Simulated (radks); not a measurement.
Q: The mean radii <r> (bohr) of the occupied orbitals of an atom or ion are listed with their occupations. Method: scalar-relativistic Kohn-Sham, LB94 model potential, spin-polarised, spherical densities, finite nucleus; Fermi nuclear charge, rms radius of each element as measured or else 0.836 A^(1/3) + 0.57 fm; computed with a radial shooting solver on a logarithmic mesh with Libxc functionals.

| orbital | occ. | <r> |
|---|---|---|
| 1s | 2 | 0.05199 |
| 2s | 2 | 0.2319 |
| 2p | 6 | 0.2027 |
| 3s | 2 | 0.5871 |

Name the element and its charge. Open shells, if any, are filled with parallel spins first.

A: Z = 29, copper, charge +17: Cu17+ in [Ne] 3s2. The 1s radius gives Z: for a bare nucleus <r> = (2 gamma + 1)/(2Z) with gamma = sqrt(1 - (Z/c)^2), 0.05094 bohr for Z = 29, and screening makes it slightly larger (0.05199 here). The occupations add up to 12, and the charge is Z minus that.
